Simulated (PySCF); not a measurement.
C₄H₅FO, SMILES O=CC1(F)CC1. Atoms are numbered in the order given.

```xyz
11

O     -0.2910     2.0249     0.0000
C      0.5524     1.1620     0.0000
C      0.2429    -0.2948     0.0000
F      1.3635    -1.0772     0.0000
C     -0.9650    -0.7931     0.7506
C     -0.9650    -0.7931    -0.7506
H      1.6498     1.3863     0.0000
H     -0.8350    -1.7500     1.2623
H     -1.5574    -0.0378     1.2737
H     -0.8350    -1.7500    -1.2623
H     -1.5574    -0.0378    -1.2737
```

The structure is a stationary point at B3LYP-D3(BJ)/def2-SVP. One conformer was computed; it need not be the lowest.

Level of theory: PBE/pcSseg-1 (PySCF).

GIAO shieldings, no solvent; atoms alike by connectivity are averaged. δ = σ(ref) − σ: ¹⁷O against H2O (σ = 334.3 ppm); ¹³C against TMS (σ = 182.0 ppm); ¹⁹F against CFCl3 (σ = 133.6 ppm); ¹H against TMS (σ = 31.49 ppm), references at their B3LYP-D3(BJ)/def2-TZVP geometries, non-relativistic.

Computed chemical shifts:
```
nucleus             atoms  count  δ (ppm)
-------  ----------------  -----  -------
¹⁷O                    O1      1    654.2
¹³C                    C2      1    208.9
¹³C                    C3      1     90.6
¹³C                C5, C6      2     26.0
¹⁹F                    F4      1   -252.1
¹H                     H7      1    11.01
¹H       H8, H9, H10, H11      4     1.71
```
